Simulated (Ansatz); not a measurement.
`NCC[SiH2]F` and `C[SiH2]C[SiH2]F` differ in one atom or group.

Ansatz, PBE0-D4/def2-TZVP geometries, multiplicity 1. Each molecule was computed in one conformer, which needn't be the lowest.

```json
{"property": "size of the dipole moment (B3LYP/def2-TZVPP) / D", "`NCC[SiH2]F`": "1.21"}
{"property": "HOMO energy (PBE/def2-TZVPP) / eV", "`NCC[SiH2]F`": "-5.54"}
{"property": "HOMO–LUMO gap (ωB97M-V/def2-TZVPP) / eV", "`NCC[SiH2]F`": "11.57"}
{"property": "HOMO energy (ωB97M-V/def2-TZVPP) / eV", "`NCC[SiH2]F`": "-9.47"}
{"property": "HOMO–LUMO gap (PBE/def2-TZVPP) / eV", "`NCC[SiH2]F`": "5.10"}
{"property": "HOMO energy (B3LYP/def2-TZVPP) / eV", "`NCC[SiH2]F`": "-6.81"}
```

Question: Give the same properties after the change, and the shifts. (An estimate is asked.)

Answer: The calculation gave: 
```tsv
property	`C[SiH2]C[SiH2]F`	shift
size of the dipole moment (B3LYP/def2-TZVPP) / D	1.33	0.12
HOMO energy (PBE/def2-TZVPP) / eV	-7.36	-1.82
HOMO–LUMO gap (ωB97M-V/def2-TZVPP) / eV	12.82	1.25
HOMO energy (ωB97M-V/def2-TZVPP) / eV	-10.85	-1.38
HOMO–LUMO gap (PBE/def2-TZVPP) / eV	6.81	1.71
HOMO energy (B3LYP/def2-TZVPP) / eV	-8.46	-1.65
```

With PBE0 the HOMO falls by 1.61 eV and the LUMO falls by 0.12 eV, so the gap widens by about 1.49 eV. PBE moves the HOMO by -1.82 eV and ωB97M-V by -1.38 eV. Dipoles are sizes alone; their direction can turn.

B3LYP here is the variant with VWN-RPA as its local correlation; programs differ in this.
